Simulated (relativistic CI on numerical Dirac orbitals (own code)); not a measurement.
Hyperfine structure of Hf LXIII, mass number 177

Method of calculation: Dirac-Coulomb-Breit CI, orbitals from a KLI potential per configuration, model QED (radiative potential, 1s self-energy scaled to tabulated hydrogen-like ionisation energies), unscaled Slater integrals (own radial code, finite nucleus).

Configurations in the expansion (outside the closed core 1s2): 2s2 2p6, 2s2 2p5 3s, 2s2 2p5 3p, 2s2 2p5 3d, 2s 2p6 3s, 2s 2p6 3p, 2s 2p6 3d, 2s2 2p5 4s, 2s2 2p5 4p, 2s2 2p5 4d, 2s2 2p5 4f, 2s2 2p4 3s2, 2s 2p6 4s, 2s2 2p4 3s 3p, 2s 2p6 4p, 2s2 2p4 3s 3d. Levels of other configurations are missing.

Nuclear spin I = 7/2, μ = 0.791 μN, Q = 3.37 b (tables of Stone and Pyykkö). The electronic factors are computed for point nuclear moments, without core polarisation or the Bohr-Weisskopf and QED corrections.

```json
{"Level": "2s2 2p5 3s 3P°_2", "E (eV)": "7834.10", "A (GHz)": "438.9", "B (GHz)": "-4930"}
{"Level": "2s2 2p5 3s 1P°_1", "E (eV)": "7842.33", "A (GHz)": "-103.7", "B (GHz)": "-2420"}
{"Level": "2s2 2p5 3p 3D_2", "E (eV)": "7978.63", "A (GHz)": "227.8", "B (GHz)": "-4930"}
{"Level": "2s2 2p5 3p 3D_3", "E (eV)": "8309.95", "A (GHz)": "107.5", "B (GHz)": "-3510"}
{"Level": "2s2 2p5 3p 1P_1", "E (eV)": "8310.34", "A (GHz)": "108.7", "B (GHz)": "1360"}
{"Level": "2s2 2p5 3p 3P_2", "E (eV)": "8322.51", "A (GHz)": "107.4", "B (GHz)": "-8.76"}
{"Level": "2s2 2p5 3d 3P°_1", "E (eV)": "8473.15", "A (GHz)": "90.02", "B (GHz)": "1770"}
{"Level": "2s2 2p5 3d 3F°_3", "E (eV)": "8474.47", "A (GHz)": "96.7", "B (GHz)": "-4680"}
```

Levels with J = 0, under 50 % of one LS term, or S terms without an open s electron are left out. Small factors come from cancelling terms and can be off by tens of per cent or more.

At this charge energies of transitions that change n are usually good to better than 1 %, and those within a shell (Δn = 0) to a few per cent.

Task: Give the hyperfine levels of 2s2 2p5 3s 3P°_2 relative to its centre of gravity.

Result: With K = F(F + 1) − I(I + 1) − J(J + 1), E = AK/2 + B[¾K(K + 1) − I(I + 1)J(J + 1)]/[2I(2I − 1)J(2J − 1)]: F = 3/2: -6589, F = 5/2: -3293, F = 7/2: 90.99, F = 9/2: 2330, F = 11/2: 1840 GHz.

LS names give the leading component of a level, which can be under half, so a name can repeat, a term be missing and a line seem to break the LS rules.
